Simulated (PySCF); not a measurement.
Bonds (- single, = double, # triple, : aromatic): O1=C2, C2-O3, O3-C4, C4=C5, C5-Si6, Si6-C7, C7-Cl8, C5-C9, C9-O10, O10-C2. C4 carries H11; Si6 carries H12, H13; C7 carries H14, H15; C9 carries H16, H17.

Theoretical values (PySCF 2.14): GFN2-xTB geometry, GIAO PBE0/pcSseg-1 shieldings. In vacuum, one averaged value for each set of equivalent atoms, relativity neglected, a single conformation.

δ = σ(ref) − σ, references computed at the same level: ¹³C vs TMS.

Do the ¹³C shifts follow the atomic charges (in e)? Tabulate both.

Results:


| atoms | hybridisation | δ (ppm) | σ para (ppm) | Hirshfeld | IAO | Mulliken | ESP-fitted |
| --- | --- | --- | --- | --- | --- | --- | --- |
| C4 | sp2 | 155.8 | -220 | +0.03 | +0.06 | +0.25 | +0.21 |
| C2 | sp2 | 148.7 | -205 | +0.26 | +0.67 | +0.69 | +1.03 |
| C5 | sp2 | 110.6 | -190 | -0.13 | -0.36 | -0.63 | -0.47 |
| C9 | sp3 | 73.0 | -131 | +0.00 | -0.06 | +0.19 | +0.58 |
| C7 | sp3 | 33.6 | -99 | -0.12 | -0.53 | -0.49 | -0.35 |

Correlation coefficients of δ with charge over these carbons: Hirshfeld +0.64, IAO +0.73, Mulliken +0.60, ESP-fitted +0.46; with the paramagnetic shielding -0.98. With so few points, grouped by hybridisation, these coefficients are fragile. Charge is one influence among several: hybridisation and low-lying excitations act through the paramagnetic term.

Carbons that carry Cl, above all several Cl atoms, come out too deshielded, partly because spin–orbit coupling is missing. Shifts are as computed. Against solution values, carbons near 30 ppm lie about +3 ppm off and those near 130 ppm about +5 ppm; carbons on Cl a further +6 ppm. Of 1211 compounds with measured shifts, 218 miss one by over three times the rms of a fit or turn the order of signals round; such compounds aren't used in these exercises.
